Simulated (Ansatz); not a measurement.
Molecule: sum formula HPO, net charge 0, singlet state. SMILES: O=P
Coordinates optimised at B3LYP-D3(BJ)/def2-TZVP (Ansatz, a program for electronic structure):
```
P
O 1 1.4834
H 1 1.4677 2 104.44
```
Charge 0, spin multiplicity 1.

Parts of the frozen-core correlation energy in STO-3G (Ansatz, hartree). Frozen orbitals: 6; correlated occupied orbitals by spin: 6 and 6; virtual: 3 and 3. No spin-orbit coupling. Non-relativistic. The restricted reference is unstable. The program attaches cautions to this run: other roots.

| term | value |
|---|---|
| reference (HF) | -411.24758 |
| MP2 opposite-spin | (withheld) |
| MP2 same-spin | -0.02253 |
| CCSD correlation | (withheld) |
| (T) | (withheld) |
| FCI minus CCSD(T) | -0.00115 |
| T1 diagnostic | 0.016 |
| largest doubles amplitude | 0.251 |

Complete the blanks.


- MP2 opposite-spin, value: -0.09387
- CCSD correlation, value: -0.13433
- (T), value: -0.00354
